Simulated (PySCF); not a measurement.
Spectra and structures to be paired. Level of theory: PySCF, TDDFT B3LYP/def2-SVPD, vertical, gas phase, core orbitals frozen in the response. Geometries: PBE0-D3(BJ)/def2-SVP; one conformer of each isolated species. Triplets are in the Tamm–Dancoff approximation.

A. `CCC(=O)CC`
B. `N#CCB1CCCCC1`
C. `CCCC(C)=O`

Lowest singlet levels (six at most, fewer where fewer were computed) with oscillator strengths:

1. 276 nm (f 0.000); 197 nm (f 0.008); 173 nm (f 0.000); 172 nm (f 0.001); 160 nm (f 0.000); 158 nm (f 0.042); T1 3.94 eV
2. 278 nm (f 0.000); 195 nm (f 0.021); 175 nm (f 0.000); 165 nm (f 0.007); 165 nm (f 0.017); 162 nm (f 0.001); T1 3.89 eV
3. 220 nm (f 0.001); 209 nm (f 0.001); 179 nm (f 0.002); 178 nm (f 0.024); 176 nm (f 0.011); 175 nm (f 0.001); T1 5.22 eV

Question: Which spectrum belongs to which structure?

Answer: 1 = A, 2 = C, 3 = B.
- A: S1 at 4.50 eV, HOMO→LUMO (99%); S1 has the pattern of n→π* at C=O; HOMO -7.00 and LUMO -0.66 eV; point group C2v, 3 of its 6 listed states under f = 0.0005.
- B: S1 at 5.64 eV, HOMO→LUMO (98%); Löwdin shares by element: HOMO carbon 42% or more, boron 18% (atoms not listed hold the other 40%); LUMO boron 42%, carbon 33% or more (atoms not listed hold the other 26%); HOMO -8.08 and LUMO -1.14 eV.
- C: S1 at 4.46 eV, HOMO→LUMO (99%); S1 has the pattern of n→π* at C=O; HOMO -7.02 and LUMO -0.71 eV.
A and C have S1 within 0.05 eV of each other; their strongest listed levels stand at 7.84 eV (f 0.042) and 6.34 eV (f 0.021).
